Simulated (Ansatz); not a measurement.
Be₂N₂H₆⁻, that is (HBe-mu-NH2)2 with one electron more. Charge -1, multiplicity 2. Geometry PBE0-D4/def2-TZVP, that of the neutral singlet; atoms count from 1.

```
atom   x (Å)   y (Å)   z (Å)
 Be1   0.943   0.409   0.451
  H2   1.994   1.193   0.802
  N3  -0.645   0.300   1.012
 Be4  -0.942  -0.076  -0.605
  H5  -1.991   0.168  -1.431
  N6   0.644  -0.578  -0.884
  H7  -1.101   1.076   1.471
  H8  -0.777  -0.504   1.618
  H9   1.103  -0.427  -1.771
 H10   0.774  -1.561  -0.664
```

The highest occupied level of the charge -1 doublet lies above zero (up to 1.60 eV). By energy differences it is unbound by 0.42 eV (vertical, to the charge 0 singlet, at PBE0-D4/def2-TZVPD) and held by the finite basis.

(1) Estimate the Mulliken populations from the PBE0/def2-TZVPD orbitals of Ansatz.

(2) Where does the spin sit?

(3) And the Mayer bond orders between bonded heavy atoms (over 0.3)?

## Answers

(1) 
```csv
atom,charge (e),spin (α − β)
Be1,-0.98,0.77
H2,-0.06,0.05
N3,0.17,-0.50
Be4,-0.98,0.77
H5,-0.06,0.05
N6,0.17,-0.50
H7,0.19,0.04
H8,0.17,0.14
H9,0.19,0.04
H10,0.17,0.14
```
Mulliken values and Mayer orders depend strongly on the basis. With diffuse functions, as here, like atoms can get unlike values, and bond orders can come out too low or too high.

(2) Summed by element: Be 1.53, H 0.47, N -1.00, of 1 unpaired in all. Largest on single atoms: Be1 0.77, Be4 0.77, N3 -0.50.

(3) Be1–Be4 1.55 (2.22 Å). Values over 0.3 also appear between atoms too far apart for a bond (N3–N6 0.35 at 2.45 Å); they arise where an orbital or an unpaired electron spreads over both atoms.
